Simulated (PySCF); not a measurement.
**Single point on SbO**

State: ⁴Π (quartet), unpaired electrons π ↑↑↑, a second solution, started from another occupation.

An equivalent input (the run itself took its basis sets from the Basis Set Exchange, started from a PBE0 density and held the occupation σ 7α 7β, πx 4α 3β, πy 4α 2β, δx 1α 1β, δy 1α 1β):

```python
from pyscf import gto, dft
mol = gto.M(atom='Sb 0 0 0; O 0 0 1.813', basis={'Sb': 'def2-TZVPPD', 'O': 'def2-TZVPPD'}, ecp={'Sb': 'def2-TZVPPD'},
            charge=0, spin=3, verbose=4, symmetry='C2v')
mf = dft.UKS(mol, xc='PBE0')
mf.grids.atom_grid = (80, 434)
mf.grids.prune = dft.gen_grid.treutler_prune
mf.irrep_nelec = {'A1': (8, 8), 'A2': (1, 1), 'B1': (4, 3), 'B2': (4, 2)}
mf.conv_tol = 1e-9
mf.max_cycle = 60
mf.diis_space = 10
mf.kernel()
```

The log (some set-up lines and the per-cycle HOMO/LUMO lines removed):

```
******** <class 'pyscf.dft.uks_symm.SymAdaptedUKS'> ********
method = SymAdaptedUKS
damping factor = 0
level_shift factor = 0
DIIS = <class 'pyscf.scf.diis.CDIIS'>
diis_start_cycle = 1
diis_space = 10
diis_damp = 0
SCF conv_tol = 1e-09
SCF conv_tol_grad = None
SCF max_cycles = 60
number electrons alpha = 17  beta = 14
Set gradient conv threshold to 3.16228e-05
init E= -315.305326902313
cycle= 1 E= -315.304286088394  delta_E= 0.00104  |g|= 0.00207  |ddm|= 0.00759
cycle= 2 E= -315.304286676941  delta_E= -5.89e-07  |g|= 0.00178  |ddm|= 0.00352
cycle= 3 E= -315.304287610529  delta_E= -9.34e-07  |g|= 0.000336  |ddm|= 0.0015
cycle= 4 E= -315.304287642632  delta_E= -3.21e-08  |g|= 0.00014  |ddm|= 0.000272
cycle= 5 E= -315.304287650776  delta_E= -8.14e-09  |g|= 1.39e-05  |ddm|= 0.000108
cycle= 6 E= -315.304287650884  delta_E= -1.08e-10  |g|= 6.22e-06  |ddm|= 2.58e-05
Extra cycle  E= -315.304287650898  delta_E= -1.35e-11  |g|= 5.69e-06  |ddm|= 1.23e-05
converged SCF energy = -315.304287650898  <S^2> = 3.7589121  2S+1 = 4.0044536
```

Repeating this along the bond gives Re = 2.036 Å and ωe = 575 cm⁻¹.

A point of this curve took 2.6 CPU seconds beside 0.53 for the integrals, on Arm Neoverse V2 (shared host).

Spin–orbit coupling is left out.
